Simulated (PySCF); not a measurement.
Two species compared at the same levels of theory.

First species: C8H8F (charge +1).
Z-matrix (Å and degrees, GFN2-xTB geometry), rows numbered from 1:
```
F 
C   1  1.3533
C   2  1.4588  1  116.42
C   3  1.3827  2  130.76  1     1.42
C   4  1.4347  3  117.84  2   179.44
C   5  1.3698  4  120.70  3  -178.74
C   6  1.3987  5  119.88  4    -0.12
C   7  1.3970  6  120.78  5    -0.41
C   8  1.3722  7  120.47  6     0.39
H   2  1.1055  1  107.50  3   123.05
H   2  1.1049  1  107.56  3  -123.42
H   3  1.0860  2  112.12  1  -179.11
H   5  1.0798  4  118.94  3     1.08
H   6  1.0793  5  120.35  4   179.78
H   7  1.0805  6  119.61  5   179.55
H   8  1.0793  7  119.65  6  -179.64
H   9  1.0778  4  120.13  3    -1.00
```

Second species: C6H13P.
SMILES: `C1CCCP(C)C1`

Levels: CAM-B3LYP/def2-SVPD for HOMO energy, LUMO energy, HOMO–LUMO gap and static isotropic polarisability; TDDFT CAM-B3LYP/def2-SVPD for lowest singlet excitation; TDA CAM-B3LYP/def2-SVPD for lowest triplet excitation (Tamm–Dancoff). Geometries: GFN2-xTB. Each structure is a single optimised conformer of the isolated species, non-relativistic unless stated. Electronic properties by PySCF.

The conformers computed, where there is a choice (atom-mapped SMILES and torsion angles):
- `[F:1][CH2:2][CH+:3][c:4]1[cH:5][cH:6][cH:7][cH:8][cH:9]1`: F1–C2–C3–C4 1°, C2–C3–C4–C5 179°

The conformers of `CP1CCCCC1` aren't listed.

Task: Which of the two has the higher HOMO energy, and by how much?

Result: The second: -7.74 eV against -13.81 eV, a difference of 6.07 eV.

Task: Which of the two has the higher S1 energy, and by how much?

Result: The second: 6.47 eV against 3.32 eV, a difference of 3.15 eV.

Task: Which of the two has the higher T1 energy, and by how much?

Result: The second: 5.46 eV against 2.28 eV, a difference of 3.18 eV.

Task: Which has the higher LUMO energy?

Result: The second: 1.46 eV against -7.56 eV, a difference of 9.02 eV.

Task: Which of the two has the higher static isotropic polarisability, and by how much?

Result: The first: 95.4 au against 94.4 au, a difference of 1.0 au.

Task: Which of the two has the higher HOMO–LUMO gap, and by how much?

Result: The second: 9.20 eV against 6.25 eV, a difference of 2.95 eV.

On the first: No computed singlet falls in the visible range (750 to 380 nm, 1.65 to 3.26 eV); S1 lies 0.06 eV above its blue end. S1 lies 2.93 eV below the HOMO–LUMO gap; its leading configuration is HOMO→LUMO, weight 0.99.

On the second: The principal polarisabilities are 82.5, 93.4 and 107.3 au; their mean is the isotropic value. S1 lies 2.73 eV below the HOMO–LUMO gap; its leading configuration is HOMO→LUMO+1, weight 0.84.
